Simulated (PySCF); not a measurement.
# Polarisability and C₆ of Si (silicon, neutral)

[Ne] 3s2 3p2, high-spin 3P determinant. All numbers are calculated (PySCF 2.14, scalar relativity by spin-free X2C-1e, in x2c-TZVPPall with one added diffuse shell each of s, p, d type (6s6p4d1f, 51 functions)). Coupled (time-dependent) response in atomic units; α is the mean over directions.

| method | mean α (bohr³) | α xx, yy, zz | C₆ (like pair) | S(−4) |
| --- | --- | --- | --- | --- |
| UHF | 38.47 | 32.57, 41.42, 41.42 | 316.7 | 553.1 |
| PBE | 41.38 | 33.74, 45.21, 45.21 | 341.2 | 732.3 |
| PBE0 | 39.68 | 32.92, 43.06, 43.06 | 325.2 | 635.5 |
| BP86 | 41.98 | 34.08, 45.93, 45.93 | 347.1 | 761.5 |
| LC-wPBE | 37.34 | 31.68, 40.17, 40.17 | 302.1 | 522.7 |

S(−4) is the Cauchy moment in α(ω) = α(0) + S(−4) ω² + …

Reference α: 37.3 ± 0.7 bohr³ (recommended; Schwerdtfeger and Nagle, table of static dipole polarizabilities (2023 update)). Published C₆: 305.0 (Chu and Dalgarno (2004); Tang, Norbeck and Certain (1976)).

α(iu) at PBE:

| u (hartree) | α(iu) (bohr³) |
| --- | --- |
| 0 | 41.38 |
| 0.0500 | 39.66 |
| 0.100 | 35.47 |
| 0.200 | 25.77 |
| 0.300 | 18.29 |
| 0.500 | 9.889 |
| 0.750 | 5.382 |
| 1.00 | 3.354 |
| 1.50 | 1.684 |
| 2.00 | 1.037 |
| 3.00 | 0.5380 |
| 5.00 | 0.2461 |

A single London oscillator, α(iu) = α/(1 + u²/ω²), gives C₆ = (3/4) ω α². Matching the computed C₆ needs ω = 4 × 341.2 / (3 × 41.38²) = 0.266 hartree.

The components differ because the open shell of this determinant is not spherical; for a pure term their mean is the scalar polarisability.
